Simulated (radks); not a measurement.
The numbers below are computed, except where a source is named.
F, configuration [He] 2s2 2p4 7s1 (not the ground configuration). Level of theory: Dirac Kohn-Sham, PBEsol, spin-unpolarised, spherical densities, finite nucleus; open shells are shared between the two j in proportion to 2j + 1; Fermi nuclear charge, rms radius 2.8976 fm (a radial shooting solver on a logarithmic mesh with Libxc functionals).

Normalised radial functions P(r) = r R(r) (large component), r in bohr:

```
   r/bohr * 2p1/2, o 7s1/2 (the largest magnitude, 0.962, reaches the edge; | marks zero, & curves that meet)
 0.006524                             &
 0.007656                             &
 0.008985                             &
  0.01054                             &
  0.01237                             &
  0.01452                             &
  0.01704                             &
     0.02                             &
  0.02347                             &
  0.02754                             &
  0.03232                             o*
  0.03792                             o*
   0.0445                             o*
  0.05222                             o*
  0.06129                             o *
  0.07192                             o *
   0.0844                             o  *
  0.09904                             o   *
   0.1162                             o    *
   0.1364                             o      *
   0.1601                             o        *
   0.1878                             o          *
   0.2204                             o            *
   0.2587                             o              *
   0.3035                             o                 *
   0.3562                             o                    *
    0.418                            o|                      *
   0.4906                            o|                        *
   0.5757                            o|                         *
   0.6756                            o|                          *
   0.7928                            o|                          *
   0.9303                            o|                        *
    1.092                             o                      *
    1.281                             o                  *
    1.503                             |o              *
    1.764                             |o          *
     2.07                             | o      *
     2.43                             | o   *
    2.851                             | o*
    3.346                             |o*
    3.927                             |&
    4.608                             &
    5.407                            o*
    6.346                           o *
    7.447                           o *
    8.739                           o *
    10.26                             &
    12.03                             * o
    14.12                             *  o
    16.57                             *  o
    19.45                             *o
    22.82                           o *
    26.78                         o   *
    31.43                          o  *
    36.88                             &
    43.28                             *   o
    50.79                             *     o
    59.61                             *   o
    69.95                             *o
    82.09                             &
    96.33                             &
      113                             &
    132.7                             &
```

2p1/2: eigenvalue -27.453 eV, 0 radial nodes, <r> = 0.982 bohr, 90 % of the charge inside 1.68 bohr. 7s1/2: eigenvalue -0.333 eV, 6 radial nodes at r = 0.239, 1.20, 4.30, 10.4, 20.3, 36.8 bohr, <r> = 45.3 bohr, 90 % of the charge inside 60.1 bohr.
